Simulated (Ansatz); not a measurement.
Au3. Total charge 0; doublet. Geometry PBE0-D4/def2-TZVPD, that of the charge -1 singlet; atoms count from 1.

Cartesian coordinates in Å:
```
Au 0.000 0.000 0.000
Au -1.243 2.055 0.965
Au 1.243 -2.055 -0.965
```

In the def2 sets Au takes a core potential; there is no spin–orbit coupling. The structure comes from a short search, and lower isomers may exist.

Estimate the Mulliken populations from the PBE0/def2-TZVPD orbitals of Ansatz.


```csv
atom,charge (e),spin (α − β),d electrons
Au1,-0.13,-0.04,9.86
Au2,0.07,0.52,9.91
Au3,0.07,0.52,9.91
```
Mulliken values depend strongly on the basis. With diffuse functions, as here, like atoms can get unlike values, and bond orders can come out too low or too high.

Where does the spin sit?

Summed by element: Au 1.00, of 1 unpaired in all. Largest on single atoms: Au2 0.52, Au3 0.52, Au1 -0.04.

And the Mayer bond orders between heavy atoms (over 0.3)?

Au1–Au2 0.68 (2.59 Å); Au1–Au3 0.68 (2.59 Å).
